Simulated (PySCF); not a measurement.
One entry of a table of gas-phase calculations, keyed by method.

```json
{
 "formula": "C7H4ClFO",
 "smiles": "O=C(Cl)c1ccc(F)cc1",
 "charge": 0,
 "multiplicity": 1,
 "geometry_level": "GFN2-xTB",
 "atoms_angstrom": [
  ["O", 2.851, 1.369, -0.333],
  ["C", 2.305, 0.344, -0.075],
  ["Cl", 3.296, -1.078, 0.295],
  ["C", 0.86, 0.107, -0.023],
  ["C", 0.288, -1.128, 0.285],
  ["C", -1.085, -1.269, 0.312],
  ["C", -1.879, -0.169, 0.03],
  ["F", -3.213, -0.307, 0.058],
  ["C", -1.338, 1.069, -0.279],
  ["C", 0.035, 1.201, -0.305],
  ["H", 0.921, -1.974, 0.502],
  ["H", -1.546, -2.215, 0.548],
  ["H", -1.99, 1.901, -0.493],
  ["H", 0.492, 2.15, -0.542]
 ],
 "electronic_structure_code": "PySCF",
 "results": {
  "GFN2-xTB geometry": {
   "point_group": "Cs",
   "rotational_constants_GHz": [3.087, 0.618, 0.515]
  },
  "PBE0/def2-SVPD ground state and vertical TDDFT (core frozen in the response)": {
   "dipole_D": 2.52,
   "homo_eV": -8.09,
   "lumo_eV": -2.36,
   "S1_eV": 4.53,
   "strongest_line_of_8_singlets_eV": 5.15,
   "T1_tda_eV": 3.59,
   "polarisability_au": 98.6,
   "r2_bohr2_about_centre_of_nuclear_charge": 1909.0,
   "singlets_eV_and_f": [
    [4.53, 0.0],
    [4.97, 0.008],
    [5.15, 0.315],
    [5.73, 0.0],
    [6.06, 0.001],
    [6.29, 0.162],
    [6.44, 0.0],
    [6.8, 0.0]
   ],
   "triplets_tda_eV": [3.59, 4.1, 4.27]
  }
 }
}
```

The rotational constants make it an asymmetric top with κ = (2B − A − C)/(A − C) = -0.92, nearer the prolate limit (−1). No computed singlet falls in the visible range (750 to 380 nm, 1.65 to 3.26 eV); S1 lies 1.27 eV above its blue end. In wavenumbers S1 is 36500 cm⁻¹ (1 eV = 8065.54 cm⁻¹).

Shape of the structure used: `[O:1]=[C:2]([Cl:3])[c:4]1[cH:5][cH:6][c:7]([F:8])[cH:9][cH:10]1`: O1–C2–C4–C5 180°.

One conformer stands for the species.
